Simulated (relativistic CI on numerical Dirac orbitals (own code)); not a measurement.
# Ligand-field terms of d4

Computed with a parametric ligand-field model of a d^n configuration (Racah B and C, spin-orbit zeta, crystal field), exact diagonalisation.

Field parameters in Wybourne normalisation: Oh B⁴₀ = 21Dq, B⁴₄ = √(5/14) B⁴₀. The field is a parameter set, without covalency.

(1) A d4 ion in Oh symmetry has the ground term 3T1 and bands at 1T2 6084 cm⁻¹ (1644 nm), 1E 6731 cm⁻¹ (1486 nm), 1A1 14352 cm⁻¹ (697 nm), 3E 30226 cm⁻¹ (331 nm), 3T1 30659 cm⁻¹ (326 nm), 3T2 31261 cm⁻¹ (320 nm), 3A1 32273 cm⁻¹ (310 nm). Which parameters reproduce them?

(2) Ground term and bands for B = 880, C = 3830, ζ = 0 cm⁻¹, Oh, 10Dq = 35350 cm⁻¹?

(3) Ground term and bands for B = 430, C = 1870, ζ = 0 cm⁻¹, Oh, 10Dq = 37850 cm⁻¹?

(4) Ground term and bands for B = 650, C = 3090, ζ = 0 cm⁻¹, Oh, 10Dq = 8900 cm⁻¹?

(5) Ground term and bands for B = 600, C = 2330, ζ = 0 cm⁻¹, Oh, 10Dq = 13100 cm⁻¹?

Results:

(1) B = 530, C = 1880, ζ = 0 cm⁻¹, Oh, 10Dq = 32150 cm⁻¹.

(2) Ground term 3T1 with 0.02 electrons in the two orbitals of the cubic e set. Spin-allowed: 3E 31820 cm⁻¹ (314 nm), 3T1 32792 cm⁻¹ (305 nm), 3T2 33809 cm⁻¹ (296 nm), 3A1 35257 cm⁻¹ (284 nm). Lowest spin-forbidden: 1T2 11157 cm⁻¹ (896 nm), 5E 12017 cm⁻¹ (832 nm), 1E 12356 cm⁻¹ (809 nm).

(3) Ground term 3T1 with 0.01 electrons in the two orbitals of the cubic e set. Spin-allowed: 3E 35907 cm⁻¹ (279 nm), 3T1 36373 cm⁻¹ (275 nm), 3T2 36905 cm⁻¹ (271 nm), 3A1 37556 cm⁻¹ (266 nm). Lowest spin-forbidden: 1T2 5793 cm⁻¹ (1726 nm), 1E 6206 cm⁻¹ (1611 nm), 1A1 13939 cm⁻¹ (717 nm).

(4) Ground term 5E with 1.00 electrons in the two orbitals of the cubic e set. Spin-allowed: 5T2 8900 cm⁻¹ (1124 nm). Lowest spin-forbidden: 3T1 8746 cm⁻¹ (1143 nm), 3E 15540 cm⁻¹ (643 nm), 3T1 16439 cm⁻¹ (608 nm).

(5) Ground term 5E with 1.00 electrons in the two orbitals of the cubic e set. Spin-allowed: 5T2 13100 cm⁻¹ (763 nm). Lowest spin-forbidden: 3T1 1118 cm⁻¹, 1T2 7745 cm⁻¹ (1291 nm), 1E 8626 cm⁻¹ (1159 nm).
